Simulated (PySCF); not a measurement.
**Two-component Hartree-Fock for V⁺ (vanadium, charge +1)**

Start: [Ar] 3d4; 3d5/2 filled at m_j = -1/2, +1/2, +3/2, +5/2. Calculated with PySCF 2.14 in x2c-TZVPall-2c: generalised Hartree-Fock with the X2C-1e Hamiltonian and a Gaussian nucleus; one run each with spin-orbit coupling (SO) switched off, then screened by Boettger's factors. This is a chosen level, not necessarily the ground level.

| spinor shell | electrons | ε, spin-free (eV) | ε, screened SO (eV) | weight of nominal j (screened SO) | rms radius, screened SO (bohr) |
| --- | --- | --- | --- | --- | --- |
| 1s1/2 | 2 | -5522.6 | -5522.5 | 1.000 | 0.0768 |
| 2s1/2 | 2 | -658.70 | -658.70 | 1.000 | 0.332 |
| 2p1/2 | 2 | -547.39 | -552.27 | 0.990 | 0.301 |
| 2p3/2 | 4 | -547.39 | -545.00 | 0.995 | 0.304 |
| 3s1/2 | 2 | -89.566 | -89.572 | 1.000 | 1.03 |
| 3p3/2 | 4 | -57.453 | -57.699 | 0.833 | 1.13 |
| 3p1/2 | 2 | -57.453 | -56.990 | 0.665 | 1.12 |
| 3d5/2 | 4 | -15.809 | -15.806 | 0.694 | 1.67 |

| quantity | spin-free | screened SO |
| --- | --- | --- |
| E (hartree) | -947.89969 | -947.90771 |
| M_J | 4 | 4 |
| ⟨J²⟩ | 20.008 | 20.007 |
| ⟨L²⟩ | 6.008 | 6.009 |
| ⟨S²⟩ | 6.000 | 6.000 |

Each row is a mean over spinors that exchange with the open shell spreads, by up to 10.657 eV (3p3/2).

Rows whose weight is well below 1 are mixtures of j = l ± 1/2: exchange outweighs spin-orbit coupling there, and the label is only the starting occupation.

Without spin-orbit coupling the j labels of p, d and f shells carry no meaning; the spin-free column gives the mean over the occupied spinors of each nl shell.
